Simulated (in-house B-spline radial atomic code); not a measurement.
# The iron ion Fe⁷⁺: [Ar] 3d1

All numbers are computed (Dirac-Kohn-Sham AM05, spherical fractional occupations; Fermi nucleus of rms radius 3.7377 fm) with an all-electron radial atomic-structure program (B-spline basis), not measured.

Effective charges: Z_r = [3n² - l(l+1)]/(2<r>) from the radius, Z_e = n√(-2ε) from the energy, and Slater's rules. Values are occupation-weighted means over j.

| shell | electrons | ε (eV) | <r> (bohr) | Z_r | Z_e | Slater |
| --- | --- | --- | --- | --- | --- | --- |
| 1s | 2 | -7129.4 | 0.05854 | 25.62 | 22.89 | 25.70 |
| 2s | 2 | -968.33 | 0.2669 | 22.48 | 16.87 | 21.85 |
| 2p | 6 | -847.8 | 0.2355 | 21.23 | 15.79 | 21.85 |
| 3s | 2 | -227.36 | 0.7606 | 17.75 | 12.26 | 14.75 |
| 3p | 6 | -192.16 | 0.7767 | 16.09 | 11.27 | 14.75 |
| 3d | 1 | -136.8 | 0.7819 | 13.43 | 9.51 | 8.00 |

The least bound orbital is 3d5/2 at -136.7 eV, and it is also the most diffuse (<r> = 0.7827 bohr).

Spin-orbit splittings of the orbital energies (j = l + 1/2 above j = l - 1/2 when positive): 2p 12.43 eV, 3p 1.892 eV, 3d 0.272 eV.

For the 1s electron the small component carries 0.872 % of the norm, the zero-frequency Breit interaction raises the level by 8.376 eV, self-energy by 4.111 eV, and vacuum polarisation lowers it by 0.3503 eV.
